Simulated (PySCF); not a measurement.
## LaI: from constants to spectrum

UHF constants of LaI, triplet, about 0.0 electrons in the 4f shell (Mulliken) (PySCF, spin-free X2C with a Gaussian nucleus, basis sets La x2c-TZVPall, I x2c-TZVPall; masses 138.9063 and 126.9045 u):

- ωe: 159.5 cm⁻¹
- ωexe: 0.272 cm⁻¹
- Be: 0.027196 cm⁻¹
- αe: 6.49e-05 cm⁻¹
- D (centrifugal): 3.16e-09 cm⁻¹

(1) Give the vibrational terms G(v) and spacings up to v = 3.

These are scalar-relativistic numbers at best; spin–orbit coupling would shift them, the dissociation energy most. Hartree–Fock leaves out correlation, which carries a large part of most bond energies and some tenths to 1 eV of ionisation energies. The state is the lowest single determinant that the PBE0 search found; with open d or f shells the true ground state can be another one.

## Answers

(1) G(v) = ωe(v+½) − ωexe(v+½)².

```csv
v,G(v) (cm⁻¹),G(v) − G(v−1),Bv (cm⁻¹)
0,79.7,,0.02716
1,238.6,159.0,0.02710
2,397.1,158.4,0.02703
3,554.9,157.9,0.02697
```
